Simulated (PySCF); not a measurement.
From one molecule to another.

First species: C₈H₁₁O₂P.
Z-matrix (Å and degrees, GFN2-xTB geometry), rows numbered from 1:
```
C 
C   1  1.4957
C   2  1.3902  1  119.87
C   3  1.3834  2  121.36  1  -178.88
C   4  1.3850  3  120.06  2     0.04
C   5  1.3819  4  119.27  3    -0.36
C   6  1.3883  5  120.67  4     0.19
P   7  1.8227  2  124.90  1    -2.21
C   8  1.8322  7  109.41  2    60.28
O   8  1.4682  7  113.36  2  -171.58
O   8  1.6241  7  105.92  2   -50.67
H   1  1.0852  2  110.98  3  -153.33
H   1  1.0908  2  109.88  3    86.19
H   1  1.0882  2  110.37  3   -32.41
H   3  1.0813  2  118.98  1     1.22
H   4  1.0803  3  119.77  2  -179.89
H   5  1.0796  4  120.38  3   179.96
H   6  1.0797  5  121.23  4  -179.54
H   9  1.0832  8  112.59  7   -66.42
H   9  1.0867  8  108.37  7    55.61
H   9  1.0880  8  106.64  7   172.83
H  11  0.9591  8  106.35  7  -115.81
```

Second species: C₈H₁₀NP.
SMILES: `c1cc(P2CCC2)ccn1`

Levels: PBE0/pcSseg-1 for dipole moment, HOMO energy, LUMO energy and HOMO–LUMO gap; GFN2-xTB for rotational constant A and rotational constant C. Geometries: GFN2-xTB. Each structure is a single optimised conformer of the isolated species, non-relativistic unless stated; the electronic structure was computed with PySCF and density fitting.

Dipoles, sizes and rotational constants follow the conformer. The torsions of the flexible species, by atom-mapped SMILES:
- `[CH3:1][c:2]1[cH:3][cH:4][cH:5][cH:6][c:7]1[P@@:8]([CH3:9])(=[O:10])[OH:11]`: C6–C7–P8–C9 -121°, H–O11–P8–C7 -116°
- `[cH:1]1[cH:2][c:3]([P:4]2[CH2:5][CH2:6][CH2:7]2)[cH:8][cH:9][n:10]1`: C2–C3–P4–C5 55°

Values for the first species:

```
Dipole moment         : 2.99 D
HOMO energy           : -7.34 eV
LUMO energy           : -0.82 eV
HOMO–LUMO gap         : 6.52 eV
Rotational constant A : 1.671 GHz
Rotational constant C : 0.610 GHz
```

(1) Estimate the same properties for the second species, and the change in each.

Results:

(1) 
```
             property      first     second  second less first
        dipole moment     2.99 D     2.59 D            -0.40 D
          HOMO energy   -7.34 eV   -6.65 eV           +0.69 eV
          LUMO energy   -0.82 eV   -0.94 eV           -0.12 eV
        HOMO–LUMO gap    6.52 eV    5.71 eV           -0.81 eV
rotational constant A  1.671 GHz  2.597 GHz         +0.926 GHz
rotational constant C  0.610 GHz  0.723 GHz         +0.113 GHz
```

On the first: In atomic units the dipole is 1.18 e·bohr (1 au = 2.5417 D).

On the second: The dipole matches unit charges of opposite sign 0.54 Å apart (1 e·Å = 4.8032 D).
